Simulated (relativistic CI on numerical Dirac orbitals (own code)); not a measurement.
**One change at a time: Er⁵⁹⁺**

Base calculation: Dirac-Coulomb-Breit CI, separate exchange-only KLI orbitals for each configuration, QED by a radiative potential, unscaled Slater integrals.

CI space (outside the closed core 1s2): 2s²2p⁵, 2s2p⁶, 2p⁶3s, 2p⁶3p, 2s²2p⁴3s, 2p⁶3d, 2s²2p⁴3p, 2s²2p⁴3d, 2s2p⁵3s, 2s2p⁵3p, 2s2p⁵3d, 2s²2p⁴4s, 2s²2p⁴4p, 2s²2p⁴4d, 2s²2p⁴4f, 2s²2p³3s². Levels of other configurations are missing.

Variants: (1) P86 correlation estimate; (2) Breit term removed. Shifts of the energy above 2s²2p⁵ ²P°3/2, in eV, for the lowest level and the first level of each name with at least 55 % of one term (blank where a level changes its place among those of its configuration and J or its character, or is not in the variant):

| Level | Base | Δ(1) | Δ(2) |
| --- | --- | --- | --- |
| 2s²2p⁵ ²P°3/2 | 0.00 | 0.00 | 0.00 |
| 2s²2p⁵ ²P°1/2 | 943.78 | 0.00 | +11.15 |
| 2s2p⁶ ²S1/2 | 1365.88 | +0.20 | -1.49 |
| 2s²2p⁴3s ⁴P5/2 | 7087.40 | +1.44 | +14.05 |
| 2s²2p⁴3s ²P3/2 | 7097.34 | +1.44 | +13.62 |
| 2s²2p⁴3s ²S1/2 | 7144.79 | +1.44 | +7.20 |
| 2s²2p⁴3p ²P°1/2 | 7261.50 | +1.52 | +3.77 |
| 2s²2p⁴3p ⁴D°7/2 | 7470.30 | +1.52 | +14.69 |
| 2s²2p⁴3d ²D3/2 | 7658.20 | +1.21 | +8.44 |
| 2s²2p⁴3d ⁴F9/2 | 7665.15 | +1.21 | +17.87 |
| 2s²2p⁴3d ²P1/2 | 7677.84 | +1.21 | +15.89 |
| 2s²2p⁴3s ⁴P3/2 | 8034.35 | +1.44 | +22.30 |
| 2s²2p⁴3s ²P1/2 | 8043.13 | +1.44 | +22.37 |
| 2s²2p⁴3s ²D5/2 | 8054.40 | +1.44 | +28.66 |
| 2s²2p⁴3s ²D3/2 | 8059.77 | +1.44 | +27.79 |
| 2s2p⁵3s ⁴P°5/2 | 8386.14 | +1.59 | +16.17 |
| 2s²2p⁴3p ²F°7/2 | 8434.09 | +1.52 | +29.58 |
| 2s²2p⁴3d ⁴D1/2 | 8542.34 | +1.21 | +21.88 |
| 2s²2p⁴3d ⁴F5/2 | 8559.94 | +1.22 | +24.71 |
| 2s²2p⁴3d ²G7/2 | 8567.05 | +1.21 | +31.00 |
| 2s²2p⁴3d ²G9/2 | 8629.40 | +1.21 | +32.31 |

At this charge energies of transitions that change n are usually good to better than 1 %, and those within a shell (Δn = 0) to a few per cent.

Ionisation energy from the two ground configurations alone: base 13215.6 eV; Breit term removed 13234 eV. The NIST ASD value (theoretical) is 13217 eV.

LS names give the leading component of a level, which can be under half, so a name can repeat, a term be missing and a line seem to break the LS rules.
